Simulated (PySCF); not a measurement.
**Computed vibrations of Er(SH)3**

Er(SH)3 (singlet in the valence; each metal's 4f electrons, 11 of them, lie in its core potential, out of spins and levels). PySCF 2.14.0, RKS B3LYP, Er lcecp-1-SVP with ECP57, S def2-SVP, H def2-SVP; non-relativistic Hamiltonian with scalar-relativistic core potentials where named; density fitting; no spin-orbit coupling. Central differences of gradients.

```xyz
7

Er    0.0000    0.0000   -0.2882
S     2.4691    0.0000    0.4428
H     2.1955    0.0000    1.7702
S    -1.2346    2.1383    0.4428
H    -1.0978    1.9013    1.7702
S    -1.2345   -2.1383    0.4428
H    -1.0977   -1.9013    1.7702
```

Run from Python with OMP_NUM_THREADS=2. Where DIIS fails, smearing, a level shift and second-order steps follow.
It took 100 s on 2 threads of Intel(R) Xeon(R) Platinum 8259CL CPU @ 2.50GHz (Skylake/Cascade Lake) (shared host).

Task: What are the harmonic wavenumbers and infrared intensities?

Result: Modes are labelled in C3v; negative numbers are unstable modes, those under 60 cm⁻¹ near the noise; a finer grid moves soft modes by up to 10 cm⁻¹.
| cm⁻¹ | km/mol | symmetry |
| --- | --- | --- |
| -281 | – | a2 |
| -215 | – | e |
| -215 | – | e |
| 62 | 19.0 | a1 |
| 88 | 3.7 | e |
| 88 | 3.7 | e |
| 301 | 25.4 | e |
| 301 | 25.4 | e |
| 304 | 7.0 | a1 |
| 342 | 56.2 | e |
| 342 | 56.2 | e |
| 376 | 19.1 | a1 |
| 2656 | 2.4 | e |
| 2656 | 2.4 | e |
| 2658 | 1.4 | a1 |

Task: Is this a minimum?

Result: No: 3 unstable; the lowest moves the atoms so:
```
Er   0.00  0.00  0.00
S    0.00  0.02  0.00
H    0.00 -0.58  0.00
S   -0.01 -0.01  0.00
H    0.50  0.29  0.00
S    0.01 -0.01  0.00
H   -0.50  0.29  0.00
```

An lcecp potential fixes the number of 4f electrons, so in runs with it no electron can move into or out of that shell.
